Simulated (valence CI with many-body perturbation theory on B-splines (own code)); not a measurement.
# Hf31+: key properties

Method: valence CI with perturbative core correlation (CI+MBPT): five valence electrons over a frozen Dirac-Fock core [Kr], radial functions for each j: 7 s, 7 p, 8 d, 6 f, 4 g, 1 h, with the one-electron correlation potential Σ1, the two-electron term Σ2, the three-electron term Σ3, Breit, model QED; selected CI, second order for the rest (own B-spline code, finite nucleus).

No measured spectrum was set against this ion. As an estimate, large intervals hold to a few tenths of a per cent, small ones and those within an open d or f shell to about a per cent. Only levels of the ground parity were solved; by the run's estimate the other parity begins above the list, which can be wrong where configurations are misplaced.

Levels are named by their leading jj configuration (3d3/2^4 stands for four electrons in 3d with j = 3/2), which in mixed levels can hold well under half, so a name can repeat and another be missing.

Rates and lifetimes use the calculated energies. Strong lines usually hold to 10 to 20 %, long lifetimes can be off by a factor of two.

(1) What is the ground level?

(2) What is the ionisation energy?

(3) How well does LS coupling describe the low levels?

Answers

(1) (4d3/2^4 4d5/2) J=5/2, composition 29 % 4d⁵ ⁴P + 20 % 4d⁵ ²D + 19 % 4d⁵ ⁶S, g = 1.407.

(2) 1245.7 eV; NIST lists 1245 ± 4 eV (theoretical).

(3) Among the lowest 20 levels the leading LS term, summed over configurations, holds 49 % on average. For single configurations the figures are 48 % in LS and 92 % in jj coupling. Terms mix most in the J = 5/2 level at 0 cm⁻¹, where the leading one holds 29 %.
